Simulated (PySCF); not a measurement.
## Computed properties of B(Cl)(OH)(SiH3) (BClH₄OSi), SMILES [SiH3]B(Cl)O

BClH4OSi, SMILES OB([SiH3])Cl. Geometry: B3LYP-D3(BJ)/def2-SVP. One conformer was computed; it need not be the lowest. All values are computed for the isolated molecule unless a solvent is named; none is compared with measurement here.

**Structure.** The optimised structure has Cs symmetry. All 18 harmonic modes at B3LYP-D3(BJ)/def2-SVP (PySCF) are real, so it is a minimum. With heavy atoms numbered as in [B:1]([Cl:2])([OH:3])[SiH3:5], the shortest bond between them is B1–O3 at 1.344 Å and the longest B1–Si5 at 2.027 Å.

**Vibrations.** The strongest infrared lines (harmonic, unscaled, degenerate partners summed) lie at 1109 cm⁻¹ (246 km/mol, H 57 %, B 28 %, O 13 %), 809 cm⁻¹ (192 km/mol, B 52 %, H 36 %, Cl 9 %), 1381 cm⁻¹ (189 km/mol, B 66 %, O 31 %). The softest mode is at 67 cm⁻¹ and the zero-point energy is 28.2 kcal/mol.

**Electronic structure.** B3LYP/def2-TZVP (PySCF) places the frontier levels at -8.24 and -1.30 eV, a gap of 6.94 eV, and gives a dipole moment of 1.37 D and a mean polarisability of 58.7 bohr³.

**Excitations.** TDA-B3LYP/def2-SVPD (PySCF) has S1 at 5.86 eV (212 nm, f = 0.011, weak); the most intense of the 10 singlets computed lies at 8.19 eV (f = 0.15). T1 (TDA) is at 4.94 eV, 0.92 eV under S1. No vertical singlet excitation falls in the visible range (under 3.1 eV).

**NMR.** GIAO shifts at PBE0/pcSseg-1 (PySCF) (non-relativistic, atoms alike by connectivity averaged): ¹H from 3.8 to 6.5 ppm against TMS; ²⁹Si at -105.0 ppm against TMS; ¹¹B at 36.2 ppm against BF3. Without spin–orbit terms, shifts of atoms bonded to Cl or Br come out too high.
